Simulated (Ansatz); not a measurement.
The pair A = HF (SMILES F) (first 2 atoms), B = CHN (SMILES C#N); geometry from B3LYP-D3(BJ)/def2-TZVP.
(charge 0, multiplicity 1):
```tsv
atom	x (Å)	y (Å)	z (Å)
F	-0.0481	-0.9930	-0.1373
H	0.0375	-0.4804	0.6439
C	0.3109	1.1418	3.1060
N	0.2045	0.5146	2.1569
H	0.4104	1.7278	3.9926
```

Correlated levels freeze the cores. MP2 and its Hartree–Fock in aug-cc-pVQZ are density fitted.

The values were computed with Ansatz (a quantum-chemistry and plane-wave program). 

The counterpoise-corrected interaction energy is E(AB) − E(A in the pair's basis) − E(B in the pair's basis). Total energies (hartree):

```tsv
level	AB	A in the pair's basis	B in the pair's basis
HF/aug-cc-pVTZ	-192.9800416	-100.0597385	-92.9104992
MP2/aug-cc-pVTZ	-193.6124108	-100.3410395	-93.2590702
HF/aug-cc-pVQZ	-192.9927335	-100.0671257	-92.9158290
MP2/aug-cc-pVQZ	-193.6661356	-100.3695801	-93.2840196
CCSD(T)/aug-cc-pVTZ	-193.6426676	-100.3497211	-93.2810139
```

Q: Work out the counterpoise-corrected interaction energy at the basis-set limit: extrapolate the MP2 correlation part as X⁻³, take Hartree–Fock from the larger set, and add the CCSD(T) − MP2 difference of aug-cc-pVTZ.

A: 
1. Differences (1 hartree = 627.509 kcal/mol): HF/aug-cc-pVTZ -6.152; MP2/aug-cc-pVTZ -7.719; HF/aug-cc-pVQZ -6.136; MP2/aug-cc-pVQZ -7.866; CCSD(T)/aug-cc-pVTZ -7.488.
2. Correlation parts, MP2 less HF: -1.567 in aug-cc-pVTZ (X = 3), -1.730 in aug-cc-pVQZ (X = 4).
3. Limit (4³·(-1.730) − 3³·(-1.567))/(4³ − 3³) = -1.849; with HF/aug-cc-pVQZ it gives -7.985.
4. CCSD(T) less MP2 in aug-cc-pVTZ: 0.231.
Result: -7.75 kcal/mol, against -7.72 at MP2/aug-cc-pVTZ. It is an estimate of this method's limit, not of the exact value.
